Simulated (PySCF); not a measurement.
# TDDFT excited states: ClH6NSi2

Compound: ClH6NSi2.
SMILES: `N[SiH2][SiH2]Cl`

Level of theory: TDDFT PBE0/def2-SVPD, vertical, gas phase, core orbitals frozen in the response (PySCF 2.14.0, density-fitted response routines). One conformer (not necessarily the lowest) at the GFN2-xTB geometry, without solvent, vibrations or thermal averaging. GFN2-xTB frequencies show an imaginary mode (21i cm⁻¹), so this geometry is no minimum at that level. Torsions of this conformer, `[NH2:1][SiH2:2][SiH2:3][Cl:4]`: N1–Si2–Si3–Cl4 -105°, H–N1–Si2–Si3 -170°, H–N1–Si2–Si3 51°.

**Question.** Predict the UV-vis stick spectrum at this level.

**Answer.** 

```
state  λ (nm)  E (eV)       f  main configurations (H = HOMO, L = LUMO)
   S1   221.2    5.61  0.0040                    H→L+1 (58%), H→L (40%)
   S2   212.1    5.85   0.011                    H→L (58%), H→L+1 (40%)
   S3   191.5    6.47  0.0077                H-1→L+1 (62%), H-1→L (35%)
   S4   187.1    6.63   0.033                H-1→L (60%), H-1→L+1 (35%)
   S5   181.8    6.82  0.0009                H-2→L (52%), H-2→L+1 (46%)
   S6   176.8    7.01   0.036                  H→L+2 (83%), H→L+3 (10%)
```

Triplets (Tamm–Dancoff): T1 5.24 eV, H→L (64%), H→L+1 (32%); T2 5.37 eV, H→L+1 (55%), H→L (23%), H-1→L (9%).

The lowest singlet lies at 5.61 eV (221 nm, ultraviolet) and is very weak; its leading configuration is HOMO→LUMO+1 (58%). The strongest level in the table is S6 at 7.01 eV (177 nm, f = 0.036). It is the last of those listed, so stronger ones may follow. Löwdin shares by element: HOMO nitrogen 54%, silicon 20%, hydrogen 10% or more (atoms not listed hold the other 16%); LUMO (one of a set within 0.03 eV) silicon 55%, chlorine 13%, hydrogen 7% or more (atoms not listed hold the other 24%). Of the 6 states listed, 3 reach f = 0.01 and none stays under 0.0005. Weighted by f, the mean energy of these states is 6.63 eV. The oscillator strengths of these states sum to 0.093; summed over the whole spectrum of an exact calculation they would give the number of electrons, 58 (Thomas–Reiche–Kuhn). Singlets were solved by full linear response, triplets in the Tamm–Dancoff approximation.
